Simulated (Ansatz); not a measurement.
Coupled-cluster diagnostics for [CuF4]- (CuF4⁻), Ansatz.

Geometry of the singlet (r2SCAN-D4/def2-SVPD):

| atom | x (Å) | y (Å) | z (Å) |
| --- | --- | --- | --- |
| Cu1 | 0.000 | 0.000 | 0.000 |
| F2 | 1.090 | 0.284 | 1.369 |
| F3 | -1.398 | 0.215 | 1.069 |
| F4 | -1.090 | -0.284 | -1.369 |
| F5 | 1.398 | -0.215 | -1.069 |

Correlated methods freeze 13 core orbitals.

(1) Estimate the CCSD(T) correlation energy, the shares of MP2 and (T), T1 and the reference's ⟨S²⟩ for: charge -1, singlet, own geometry in def2-TZVPD; and the rough time on 4 threads of Arm Neoverse V1 on a shared host.

Answers

(1) 
```tsv
state	basis	correlation (eV)	MP2 share (%)	(T) share (%)	T1	⟨S²⟩ (pure)	wall time	remarks
charge -1, singlet, own geometry	def2-TZVPD	-40.577	96.9	4.0	0.040	0.00 (0.00)	23 s	restricted SCF unstable
```
Customary marks for T1 are 0.02 (closed shells), 0.045 (open shells) and about 0.05 (3d metals). T1 exceeds 0.02 in 1 of 1 rows and 0.045 in 0; the higher it lies, the less the single-reference result can be trusted.
